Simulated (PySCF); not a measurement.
A PySCF script (with the pyscf-properties extension) for the NMR shieldings of SMILES CC=C=CB(C)C, C6H11B, on a GFN2-xTB geometry:

```python
import basis_set_exchange as bse
import numpy as np
from pyscf import gto, dft
from pyscf.prop import nmr

atoms = """
C     3.115200   -0.790819   -0.548155
C     2.209673    0.072011    0.282397
C     1.114213    0.613438   -0.148038
C    -0.023417    1.102211   -0.568640
B    -1.372767    0.352747   -0.446350
C    -2.680416    1.055038   -0.990056
C    -1.448090   -1.085386    0.197815
H     3.185544   -1.787511   -0.111808
H     2.736302   -0.877853   -1.563337
H     4.118191   -0.365557   -0.578458
H     2.525283    0.241501    1.304593
H    -0.001137    2.090526   -1.019454
H    -2.778495    2.073086   -0.615033
H    -3.597633    0.522615   -0.749838
H    -2.633848    1.141689   -2.076187
H    -2.069536   -1.066443    1.092834
H    -0.480248   -1.494534    0.477008
H    -1.927579   -1.790440   -0.480469
"""
names = dict.fromkeys(["C", "B", "H"], "pcSseg-1")
basis = {el: gto.basis.parse(bse.get_basis(n, elements=[el], fmt="nwchem")) for el, n in names.items()}
mol = gto.M(atom=atoms, basis=basis, charge=0, verbose=0)
mf = dft.RKS(mol, xc="PBE0")
mf.grids.level = 2
mf.grids.alignment = dft.numint.BLKSIZE   # the property module wants whole blocks of grid points
mf.conv_tol = 1e-9
mf.kernel()

calc = nmr.RKS(mf)   # GIAO
C = mf.mo_coeff
Co = C[:, mf.mo_occ > 0]
resp = mf.gen_response(singlet=True, hermi=2)
def vind(x):   # induced exchange potential for any number of trial vectors
    d = np.einsum("pi,xij,qj->xpq", C, 2 * x.reshape(-1, C.shape[1], Co.shape[1]), Co, optimize=True)
    return np.einsum("xpq,pi,qj->xij", resp(d - d.transpose(0, 2, 1)), C, Co, optimize=True).ravel()
mo1, _ = nmr.rhf.solve_mo1(calc, with_cphf=vind)
sigma = calc.kernel(mo1)
for i, s in enumerate(sigma):   # ppm
    print("%2d %-2s %9.2f" % (i, mol.atom_pure_symbol(i), np.trace(s) / 3))
```

Task: What does it print?

Result: 
```
 0 C     170.58
 1 C     101.82
 2 C     -45.27
 3 C      90.34
 4 B      23.42
 5 C     173.17
 6 C     175.73
 7 H      29.73
 8 H      29.94
 9 H      29.84
10 H      26.42
11 H      25.77
12 H      30.90
13 H      30.75
14 H      31.02
15 H      31.13
16 H      30.37
17 H      31.04
```

These numbers come from an equivalent density-fitted implementation of the same equations, which agrees with the script to about 0.01 ppm for H and up to a few tenths of a ppm for heavy atoms, so last digits may differ.

Size and cost of the density-fitted run: 174 basis functions, 23 s wall time on 1 thread of an Arm Neoverse V1, shared host; peak memory 0.78 GiB.
